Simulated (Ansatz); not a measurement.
Born–Oppenheimer molecular dynamics of GaH₄N (6 atoms, charge 0, multiplicity 1). It goes on from the last frame of an earlier run, with new velocities.

All numbers below come from RKS BHLYP/def2-mTZVP in Ansatz 0.2.0.

* ensemble: NVE (velocity Verlet)
* time step: 0.5 fs
* steps asked: 250
* starting velocities drawn for: 1500 K
* masses: H 2.014 u
* seed: 588989

Frames 10 fs apart, positions in Å, forces in eV/Å.

Velocities at 0.0 fs (Å/ps):

```
Ga -0.84 1.13 -2.53
H 19.81 -19.50 30.60
N 1.70 -6.33 13.06
H 12.22 12.61 -27.56
H 18.30 11.54 -28.69
H -32.95 0.14 22.42
```

```xyz
6
Properties=species:S:1:pos:R:3:forces:R:3 time_fs=0.0 energy_less_start_eV=0.000 T=1500
Ga 0.014 0.010 -0.004 0.08 0.27 -1.40
H 0.225 -0.494 1.400 -0.25 -0.29 0.89
N 1.587 -0.062 -0.948 -1.68 -0.26 1.07
H 2.407 -0.400 -0.525 0.96 -0.09 0.13
H 1.706 0.465 -1.759 0.55 0.49 -1.22
H -1.229 0.504 -0.876 0.34 -0.11 0.53
6
Properties=species:S:1:pos:R:3:forces:R:3 time_fs=10.0 energy_less_start_eV=0.472 T=596
Ga 0.006 0.019 -0.025 0.99 -1.13 2.14
H 0.302 -0.620 1.556 -0.58 0.67 -1.50
N 1.609 -0.074 -0.898 0.33 -1.62 3.14
H 2.565 -0.331 -0.652 -1.08 -0.28 1.07
H 1.765 0.334 -1.712 -0.03 2.31 -4.69
H -1.401 0.466 -0.543 0.36 0.06 -0.17
6
Properties=species:S:1:pos:R:3:forces:R:3 time_fs=20.0 energy_less_start_eV=0.435 T=664
Ga 0.010 0.016 -0.026 0.73 0.35 -1.40
H 0.165 -0.546 1.287 0.37 -1.05 2.55
N 1.637 -0.051 -0.908 -0.01 -0.28 1.12
H 2.515 -0.377 -0.398 -2.03 0.91 -1.75
H 1.672 0.259 -1.864 0.98 -0.24 0.29
H -1.441 0.467 -0.292 -0.04 0.31 -0.80
6
Properties=species:S:1:pos:R:3:forces:R:3 time_fs=30.0 energy_less_start_eV=0.399 T=734
Ga 0.023 0.011 -0.028 -1.38 -0.53 2.07
H 0.113 -0.683 1.559 0.11 0.71 -1.57
N 1.570 0.000 -0.916 2.99 -0.48 -2.16
H 2.372 -0.364 -0.353 -1.23 0.55 -1.10
H 1.880 0.089 -1.955 -1.19 -0.09 3.04
H -1.437 0.576 -0.373 0.71 -0.15 -0.28
6
Properties=species:S:1:pos:R:3:forces:R:3 time_fs=40.0 energy_less_start_eV=0.265 T=992
Ga 0.023 0.000 -0.011 -0.85 0.48 -0.71
H 0.126 -0.602 1.361 0.14 -0.36 0.95
N 1.545 0.040 -0.939 0.80 0.24 -3.49
H 2.239 -0.341 -0.397 2.06 -0.99 1.44
H 1.935 -0.011 -1.927 -1.61 0.49 2.01
H -1.211 0.663 -0.618 -0.52 0.13 -0.20
6
Properties=species:S:1:pos:R:3:forces:R:3 time_fs=50.0 energy_less_start_eV=0.246 T=1029
Ga 0.012 -0.004 -0.002 0.29 0.49 -0.65
H 0.194 -0.627 1.474 -0.34 0.38 -0.68
N 1.605 0.043 -0.950 -3.98 1.43 -0.41
H 2.285 -0.353 -0.444 3.48 -1.73 1.24
H 1.679 0.060 -1.940 0.40 -0.04 -0.24
H -1.111 0.744 -0.888 0.15 -0.53 0.74
6
Properties=species:S:1:pos:R:3:forces:R:3 time_fs=60.0 energy_less_start_eV=0.182 T=1153
Ga 0.005 -0.001 -0.005 1.76 -0.63 1.08
H 0.138 -0.587 1.519 -0.41 0.45 -0.97
N 1.620 0.034 -0.911 1.59 -1.31 2.46
H 2.558 -0.411 -0.733 -1.99 0.79 0.15
H 1.541 0.133 -1.861 -0.18 0.53 -2.57
H -1.028 0.647 -0.904 -0.77 0.18 -0.15
6
Properties=species:S:1:pos:R:3:forces:R:3 time_fs=70.0 energy_less_start_eV=0.369 T=792
Ga 0.016 -0.001 -0.004 0.17 0.27 -1.06
H -0.097 -0.441 1.409 -0.11 -0.42 1.27
N 1.622 0.006 -0.878 2.90 -1.27 -0.62
H 2.641 -0.434 -0.933 -3.57 1.29 0.88
H 1.424 0.304 -1.806 0.19 0.26 -0.69
H -1.176 0.563 -0.901 0.42 -0.13 0.23
6
Properties=species:S:1:pos:R:3:forces:R:3 time_fs=80.0 energy_less_start_eV=0.379 T=773
Ga 0.033 0.000 -0.011 -0.96 -0.64 2.19
H -0.327 -0.427 1.643 0.73 0.33 -1.77
N 1.590 -0.009 -0.915 1.59 -0.45 -0.35
H 2.534 -0.480 -0.763 -2.33 1.42 -0.52
H 1.457 0.518 -1.786 0.95 -0.86 0.59
H -1.208 0.456 -0.838 0.02 0.19 -0.15
6
Properties=species:S:1:pos:R:3:forces:R:3 time_fs=90.0 energy_less_start_eV=0.376 T=776
Ga 0.038 -0.005 0.003 -0.98 1.10 -2.95
H -0.276 -0.333 1.338 -0.05 -0.99 3.01
N 1.536 -0.008 -0.961 -0.54 1.34 -1.73
H 2.338 -0.396 -0.625 2.44 -1.14 1.17
H 1.794 0.546 -1.781 -0.85 -0.51 0.64
H -1.217 0.426 -0.837 -0.02 0.18 -0.14
6
Properties=species:S:1:pos:R:3:forces:R:3 time_fs=100.0 energy_less_start_eV=0.429 T=677
Ga 0.027 -0.002 -0.001 -0.96 0.11 0.43
H -0.095 -0.496 1.651 0.38 0.43 -1.84
N 1.562 -0.018 -1.000 -3.09 1.36 -1.77
H 2.258 -0.322 -0.473 4.09 -1.52 2.31
H 1.912 0.524 -1.782 -0.67 -0.26 0.39
H -1.233 0.471 -0.871 0.24 -0.12 0.49
6
Properties=species:S:1:pos:R:3:forces:R:3 time_fs=110.0 energy_less_start_eV=0.016 T=1471
Ga 0.006 0.005 -0.005 1.41 -0.13 -0.66
H 0.219 -0.546 1.419 -0.17 -0.10 0.27
N 1.602 -0.054 -0.978 0.82 -0.06 1.61
H 2.441 -0.244 -0.372 -1.35 0.43 -1.45
H 1.838 0.510 -1.786 -0.09 -0.35 0.42
H -1.218 0.498 -0.751 -0.62 0.21 -0.19
```

Of the whole run (125 fs, mean temperature of the second half 880 K): The conserved energy stayed within 0.99 meV per atom of its start (net change 0.53 meV per atom), so the integration is sound. A run of 0.12 ps of so small a system gives no equilibrium averages.

Run time: 4.5 min on 2 threads of Arm Neoverse V1, with other jobs on the host, peak memory 0.12 GiB.
